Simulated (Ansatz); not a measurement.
Steps of a relaxation of C3H6BN (`BC1(C)C=N1`) with RKS PBE0-D4/def2-TZVP.

```sh
$ ansatz run in.yaml --threads 2 --pin off --events-out ev --progress --plain --max-ram 4352MiB
```

```yaml
crystal:
  periodic: [false, false, false]
  atoms:
    - {symbol: B, position_ang: [0.289467, 1.426814, 0.629469]}
    - {symbol: C, position_ang: [0.158993, 0.076296, -0.094203]}
    - {symbol: C, position_ang: [-1.176635, -0.623134, -0.286606]}
    - {symbol: C, position_ang: [1.399769, -0.757354, -0.166689]}
    - {symbol: N, position_ang: [1.241724, -0.205405, -1.277145]}
    - {symbol: H, position_ang: [1.343483, 2.032053, 0.592098]}
    - {symbol: H, position_ang: [-0.643711, 1.876295, 1.272267]}
    - {symbol: H, position_ang: [-1.657771, -0.818627, 0.694627]}
    - {symbol: H, position_ang: [-1.875883, 0.007163, -0.873435]}
    - {symbol: H, position_ang: [-1.070232, -1.591606, -0.814640]}
    - {symbol: H, position_ang: [2.056196, -1.479495, 0.344757]}
basis:
  gaussian: {orbitals: def2-TZVP}
hamiltonian: {xc: pbe0, dispersion: d4}
relax: {f_tol: 0.005, max_steps: 150}
```

Positions (Å) and forces (eV/Å) along the path, 11 of 15 steps:

```xyz
11
step=1 energy=-5367.6458 eV
B     0.289    1.427    0.629    0.030    0.114    0.048
C     0.159    0.076   -0.094    0.307   -0.220   -0.200
C    -1.177   -0.623   -0.287   -0.210   -0.089   -0.007
C     1.400   -0.757   -0.167   -0.209    0.444   -0.950
N     1.242   -0.205   -1.277   -0.088   -0.524    1.587
H     1.343    2.032    0.592   -0.407   -0.239    0.009
H    -0.644    1.876    1.272    0.355   -0.187   -0.258
H    -1.658   -0.819    0.695    0.242    0.100   -0.455
H    -1.876    0.007   -0.873    0.357   -0.285    0.277
H    -1.070   -1.592   -0.815   -0.005    0.476    0.256
H     2.056   -1.479    0.345   -0.372    0.410   -0.306
11
step=2 energy=-5367.6993 eV
B     0.287    1.421    0.626    0.000   -0.001    0.033
C     0.158    0.075   -0.088    0.215   -0.077   -0.134
C    -1.170   -0.620   -0.282   -0.057   -0.017   -0.010
C     1.388   -0.756   -0.168   -0.060    0.131   -0.211
N     1.235   -0.198   -1.259   -0.130   -0.109    0.462
H     1.328    2.019    0.587   -0.115   -0.066   -0.002
H    -0.636    1.864    1.257    0.097   -0.042   -0.079
H    -1.648   -0.813    0.688    0.073    0.030   -0.135
H    -1.857    0.004   -0.868    0.096   -0.088    0.079
H    -1.055   -1.577   -0.803   -0.013    0.132    0.074
H     2.035   -1.475    0.330   -0.105    0.108   -0.076
11
step=4 energy=-5367.7049 eV
B     0.285    1.418    0.622    0.017   -0.033    0.079
C     0.160    0.074   -0.087    0.025    0.012   -0.081
C    -1.165   -0.618   -0.280    0.000    0.004    0.007
C     1.385   -0.754   -0.168    0.029   -0.030    0.042
N     1.226   -0.194   -1.251   -0.046    0.028   -0.017
H     1.322    2.009    0.591    0.007    0.022   -0.021
H    -0.635    1.859    1.249   -0.019    0.020   -0.015
H    -1.643   -0.804    0.685   -0.010   -0.002    0.017
H    -1.846    0.001   -0.868   -0.014    0.010   -0.013
H    -1.051   -1.574   -0.794    0.001   -0.020   -0.009
H     2.029   -1.474    0.322    0.011   -0.011    0.011
11
step=6 energy=-5367.7055 eV
B     0.286    1.415    0.628   -0.002    0.007   -0.003
C     0.161    0.074   -0.090    0.001    0.004   -0.017
C    -1.165   -0.618   -0.281   -0.003   -0.001    0.002
C     1.386   -0.755   -0.169    0.020   -0.017    0.005
N     1.224   -0.193   -1.252   -0.017    0.005    0.012
H     1.322    2.011    0.592    0.000    0.000    0.003
H    -0.637    1.859    1.249    0.001   -0.003    0.002
H    -1.644   -0.799    0.685    0.000    0.002   -0.001
H    -1.846   -0.001   -0.872    0.001    0.000   -0.002
H    -1.052   -1.577   -0.791    0.000    0.000    0.001
H     2.031   -1.474    0.321    0.000    0.002   -0.002
11
step=7 energy=-5367.7056 eV
B     0.286    1.415    0.628    0.002    0.003   -0.006
C     0.162    0.074   -0.091   -0.012    0.007    0.003
C    -1.165   -0.618   -0.281   -0.001   -0.002    0.001
C     1.387   -0.755   -0.169    0.008   -0.005   -0.002
N     1.222   -0.193   -1.252    0.000   -0.003    0.004
H     1.322    2.011    0.593   -0.002   -0.001    0.002
H    -0.637    1.858    1.250    0.002   -0.004    0.002
H    -1.646   -0.795    0.685    0.001    0.002   -0.003
H    -1.845   -0.002   -0.876    0.003   -0.001    0.000
H    -1.053   -1.579   -0.787   -0.001    0.003    0.002
H     2.033   -1.474    0.319    0.000    0.002   -0.003
11
step=8 energy=-5367.7056 eV rejected
B     0.286    1.414    0.629    0.001    0.003   -0.006
C     0.162    0.074   -0.091   -0.011    0.012    0.004
C    -1.165   -0.617   -0.281    0.014   -0.004    0.001
C     1.387   -0.754   -0.170    0.005   -0.014   -0.005
N     1.223   -0.191   -1.252   -0.003   -0.003    0.004
H     1.320    2.013    0.592    0.001   -0.002    0.002
H    -0.637    1.855    1.254   -0.001   -0.002    0.003
H    -1.648   -0.789    0.684   -0.006    0.003    0.013
H    -1.842   -0.004   -0.880   -0.013    0.013   -0.011
H    -1.053   -1.581   -0.781    0.007   -0.008   -0.005
H     2.031   -1.476    0.317    0.007    0.004    0.001
11
step=9 energy=-5367.7056 eV
B     0.286    1.415    0.628    0.002    0.000   -0.003
C     0.162    0.074   -0.091   -0.004    0.004    0.001
C    -1.165   -0.617   -0.281    0.001   -0.002    0.000
C     1.387   -0.755   -0.170    0.001   -0.003    0.005
N     1.222   -0.193   -1.252    0.000    0.001   -0.004
H     1.321    2.011    0.594   -0.001    0.000    0.000
H    -0.637    1.856    1.252    0.000   -0.002    0.002
H    -1.647   -0.792    0.685   -0.001    0.002    0.000
H    -1.844   -0.003   -0.878    0.000    0.000   -0.001
H    -1.053   -1.580   -0.785    0.000    0.000    0.001
H     2.033   -1.474    0.318    0.001    0.001   -0.001
11
step=11 energy=-5367.7057 eV
B     0.287    1.411    0.634   -0.006   -0.004    0.000
C     0.161    0.075   -0.094    0.013   -0.004    0.012
C    -1.166   -0.616   -0.282    0.005   -0.006   -0.003
C     1.388   -0.753   -0.175   -0.014   -0.005    0.028
N     1.218   -0.190   -1.256    0.000    0.017   -0.045
H     1.318    2.014    0.595    0.007   -0.001   -0.001
H    -0.633    1.841    1.270   -0.001    0.005    0.004
H    -1.662   -0.759    0.682   -0.004    0.001    0.003
H    -1.831   -0.015   -0.906   -0.009    0.003   -0.004
H    -1.052   -1.593   -0.756    0.003   -0.001   -0.001
H     2.037   -1.471    0.309    0.007   -0.005    0.007
11
step=13 energy=-5367.7057 eV
B     0.287    1.411    0.634   -0.004    0.004   -0.005
C     0.161    0.075   -0.093    0.003   -0.004   -0.001
C    -1.166   -0.617   -0.282    0.001   -0.002    0.001
C     1.388   -0.752   -0.175   -0.006    0.013   -0.023
N     1.218   -0.189   -1.256    0.002   -0.010    0.025
H     1.319    2.012    0.594    0.002   -0.001    0.002
H    -0.632    1.844    1.270    0.001   -0.001    0.002
H    -1.662   -0.762    0.681   -0.001    0.001    0.000
H    -1.833   -0.016   -0.906    0.000    0.001   -0.001
H    -1.051   -1.593   -0.758    0.001    0.000    0.000
H     2.037   -1.470    0.310    0.000    0.000    0.000
11
step=14 energy=-5367.7057 eV
B     0.287    1.411    0.635   -0.001    0.001    0.001
C     0.161    0.075   -0.093   -0.002   -0.001    0.001
C    -1.166   -0.617   -0.282   -0.001   -0.002    0.001
C     1.387   -0.752   -0.176    0.001    0.002   -0.006
N     1.217   -0.188   -1.257    0.001   -0.002    0.005
H     1.320    2.012    0.595    0.001    0.000    0.000
H    -0.631    1.843    1.272    0.001    0.000   -0.001
H    -1.664   -0.758    0.681    0.000    0.000   -0.002
H    -1.832   -0.018   -0.909    0.001   -0.001    0.001
H    -1.051   -1.595   -0.754    0.000    0.001    0.001
H     2.037   -1.470    0.309   -0.001    0.000    0.000
11
step=15 energy=-5367.7057 eV
B     0.287    1.411    0.635    0.000    0.000    0.001
C     0.161    0.075   -0.093   -0.002    0.000    0.001
C    -1.166   -0.617   -0.282   -0.001   -0.001    0.000
C     1.387   -0.751   -0.176    0.002   -0.001   -0.001
N     1.217   -0.188   -1.257    0.000    0.000   -0.001
H     1.320    2.011    0.595    0.000    0.000    0.000
H    -0.631    1.843    1.273    0.000    0.000   -0.001
H    -1.665   -0.756    0.681    0.001    0.000   -0.001
H    -1.831   -0.019   -0.911    0.001   -0.001    0.001
H    -1.051   -1.596   -0.752    0.000    0.001    0.001
H     2.037   -1.470    0.308   -0.001    0.001    0.000
```

It took 57 s on 2 threads of an Arm Neoverse V2 on a shared host, with 0.44 GiB of host memory at the peak.
